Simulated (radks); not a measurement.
Isoelectronic series with 15 electrons, each ion in its NIST ground configuration. All-electron calculation, Dirac Kohn-Sham, PBE, spin-unpolarised, spherical densities, point nucleus; open shells fill j = l - 1/2 first. Program: a radial shooting solver on a logarithmic mesh with Libxc functionals. Total energies (hartree) and mean radii <r> (bohr):

| ion | configuration | E (hartree) | 3p3/2 | 3p1/2 | 3s1/2 |
|---|---|---|---|---|---|
| P | [Ne] 3s2 3p3 | -341.90474 | 2.377 | 2.368 | 1.896 |
| Cl2+ | [Ne] 3s2 3p3 | -459.99569 | 1.605 | 1.599 | 1.442 |
| K4+ | [Ne] 3s2 3p3 | -596.73158 | 1.244 | 1.238 | 1.170 |
| Sc6+ | [Ne] 3s2 3p3 | -752.13799 | 1.023 | 1.018 | 0.9871 |
| V8+ | [Ne] 3s2 3p3 | -926.28506 | 0.8722 | 0.8671 | 0.8551 |
| Mn10+ | [Ne] 3s2 3p3 | -1119.26694 | 0.7612 | 0.7560 | 0.7547 |
| Co12+ | [Ne] 3s2 3p3 | -1331.19555 | 0.6758 | 0.6706 | 0.6756 |
| Cu14+ | [Ne] 3s2 3p3 | -1562.19839 | 0.6080 | 0.6026 | 0.6116 |
| Ga16+ | [Ne] 3s2 3p3 | -1812.41770 | 0.5527 | 0.5471 | 0.5585 |
| As18+ | [Ne] 3s2 3p3 | -2082.01034 | 0.5067 | 0.5009 | 0.5139 |
| Br20+ | [Ne] 3s2 3p3 | -2371.14799 | 0.4678 | 0.4618 | 0.4757 |
| Rb22+ | [Ne] 3s2 3p3 | -2680.01759 | 0.4345 | 0.4282 | 0.4427 |
